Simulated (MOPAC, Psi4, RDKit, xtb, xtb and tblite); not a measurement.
Two geometries of SMILES CO[SiH2]C[SiH3] (C₂H₁₀OSi₂), relaxed at GFN2-xTB with one dihedral held; other torsions can differ between them too.

Structure A

```
15

C      2.7130     0.1402    -0.4336
O      1.3266     0.0149    -0.4881
Si     0.3176    -0.8937     0.4000
C     -0.2949     0.0183     1.9530
Si     1.0393     0.5709     3.1834
H      3.0246     0.6444     0.4854
H      3.1949    -0.8397    -0.4749
H      3.0322     0.7321    -1.2931
H     -0.7597    -1.0850    -0.5663
H      0.9428    -2.1613     0.7981
H     -1.0072    -0.6256     2.4685
H     -0.8594     0.8973     1.6393
H      1.9113    -0.5543     3.5374
H      1.8625     1.6392     2.6048
H      0.4085     1.0858     4.4034
```

Structure B

```
15

C      2.6042     0.2288    -0.3600
O      1.2273     0.0306    -0.4260
Si     0.2948    -0.9922     0.4211
C     -1.3782    -0.1179     0.5314
Si    -1.3781     1.5442     1.4467
H      2.9414     0.3091     0.6758
H      3.1372    -0.5996    -0.8352
H      2.8395     1.1539    -0.8882
H      0.2220    -2.2835    -0.2761
H      0.8557    -1.2316     1.7582
H     -2.0746    -0.7986     1.0194
H     -1.7657     0.0380    -0.4753
H     -0.9150     1.3572     2.8261
H     -0.5196     2.5205     0.7741
H     -2.7479     2.0732     1.4827
```

Task: Which is lower in energy at the level PBE0-D3(BJ)/def2-TZVP // GFN2-xTB (Psi4), and by how much?

Result: B is lower, by 0.66 kcal/mol (dihedral C1–O2–Si3–C4: 90° in A, 150° in B).

E(B) − E(A) in kcal/mol at the other levels, on the same two geometries: GFN2-xTB (xtb and tblite) -0.23; MMFF94 // GFN2-xTB (RDKit) -1.32; PBE0/def2-TZVP // GFN2-xTB (Psi4) -0.90; PBE/def2-TZVP // GFN2-xTB (Psi4) -0.75; PBE-D3(BJ)/def2-TZVP // GFN2-xTB (Psi4) -0.50; UFF // GFN2-xTB (RDKit) -2.34; PM6, restricted, heats of formation // GFN2-xTB (MOPAC) 2.02; AM1, restricted, heats of formation // GFN2-xTB (MOPAC) 0.65; GFN1-xTB // GFN2-xTB (xtb) 1.21.
